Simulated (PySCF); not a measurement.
# One molecule, many inputs

Molecule: SMILES C#C[C@@H]1C=NC[C@@H]1F, C$_{6}$H$_{6}$FN; geometry GFN2-xTB.

Cartesian coordinates in Å; atom numbers follow the order of the lines, from 1:
```xyz
14

C     2.499   -1.320    0.570
C     1.337   -1.058    0.464
C    -0.058   -0.712    0.298
C    -0.476   -0.709   -1.160
N    -1.056    0.326   -1.567
C    -1.168    1.296   -0.511
C    -0.410    0.736    0.717
F     0.718    1.488    0.951
H     3.515   -1.557    0.679
H    -0.675   -1.432    0.849
H    -0.286   -1.546   -1.811
H    -2.226    1.470   -0.301
H    -0.724    2.238   -0.841
H    -0.992    0.780    1.642
```

All runs: PySCF 2.14, non-relativistic, gas phase unless a solvent (IEF-PCM) is named; grid level 2, GIAOs and SCF threshold 1e-9 unless changed. The yardstick, PBE0/pcSseg-1, gives these isotropic shieldings σ (ppm, equivalent atoms averaged): C1 103.9, C2 108.1, F8 376.1, H11 24.43, H12 27.25, H10 28.16, H9 29.91.

(1) What do these inputs give? (1) solvent dimethylsulfoxide; HSE06/def2-SVP; aux def2-qzvpp-jkfit; (2) PBE0/pcSseg-1; conv 0.1; max_cycle 69; (3) revPBE/pcSseg-1; max_cycle 87; charge 2; altered: charge 2; (4) BLYP/6-31G-J; common gauge at [10, 10, 10]; max_cycle 8; (5) BLYP/6-31G-J; common gauge at [10, 10, 10]; max_cycle 8; (6) solvent chloroform; PBE0/cc-pVDZ; (7) solvent chloroform; PBE0/cc-pVDZ

(2) Comment on the technical settings and failures.

Answers

(1) 
```tsv
run	outcome	functions	wall time	C1	C2	F8	H11	H12	H10	H9
1	converged	142	32 s	120.5	120.9	395.1	24.66	27.34	27.90	29.95
2	converged	166	23 s	104.0	107.4	375.3	24.29	27.46	27.68	29.67
3	not converged	166	3.1 min	–	–	–	–	–	–	–
4	refused	–	0.01 s	–	–	–	–	–	–	–
5	refused	–	0.03 s	–	–	–	–	–	–	–
6	converged	142	17 s	123.4	124.3	387.6	24.41	27.21	28.00	29.93
7	converged	142	28 s	123.4	124.3	387.6	24.42	27.21	28.00	29.92
```

Times are on shared hosts with different chips, so compare them loosely.

(2) 
- Run 1: The functional and orbital basis and medium differ from the yardstick's, which in itself moves the values. The other auxiliary basis adds little: it changes only the density-fitting error.
- Run 2: A loose SCF threshold (0.1) leaves errors in the orbitals that response properties inherit. The cycle limit changes the path of the SCF (4 cycles), not the solution, provided the same state is reached.
- Run 3: Charge 2 and multiplicity 1 describe another species than the intended molecule, on its geometry. The SCF stopped after 87 cycles without meeting its threshold and the cycle limit at 87, so no response property followed.
- Run 4: The basis set has no functions for an element of the molecule, so the input is rejected.
- Run 5: The basis set has no functions for an element of the molecule, so the input is rejected.

Runs 2, 3, 4, 5 were set up unsoundly or failed; their numbers aren't to be quoted as properties of the molecule.
